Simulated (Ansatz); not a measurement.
A structure drawn as `B[Si](C)(N)O`, with this starting geometry:

```xyz
13

B    -1.458   -1.210   -0.057
Si    0.119   -0.178   -0.341
C     0.621    0.729    1.247
N    -0.173    0.974   -1.678
O     1.404   -1.211   -0.845
H    -1.960   -1.883   -0.852
H    -1.951   -1.234    1.061
H    -0.160    1.363    1.523
H     0.806   -0.053    2.000
H     1.526    1.301    1.003
H     0.628    1.568   -1.768
H    -0.947    1.644   -1.278
H     1.545   -1.810   -0.015
```

The species carries charge 0 and has multiplicity 1.

**Question.** Relax it with Ansatz at PBE-D4/def2-SVP and then PBE0-D4/def2-TZVP. Is the drawn bonding still there?

**Answer.** Yes, every drawn bond is still there and no new one forms.

**Question.** Give the relaxed structure. (An estimate is asked.)

**Answer.** The calculation gave: 
Z-matrix (Å, degrees):
```
Si
C 1 1.869
N 1 1.719 2 105.3
B 1 2.003 2 117.5 3 -116.0
O 1 1.660 2 109.6 3 125.0
H 2 1.095 1 111.5 3 -59.9
H 2 1.093 1 111.1 3 60.4
H 2 1.092 1 110.7 3 -179.7
H 3 1.006 1 122.4 2 -178.2
H 3 1.006 1 123.3 2 20.0
H 4 1.199 1 119.8 2 176.5
H 4 1.198 1 123.7 2 0.4
H 5 0.959 1 117.8 2 -44.1
```
All modes are real.

Atoms count as bonded under 1.1 times the sum of their covalent radii (H–H under 0.85 Å, pairs among N, O and F under 1.55 Å), and a drawn bond as lost past 1.3 times.
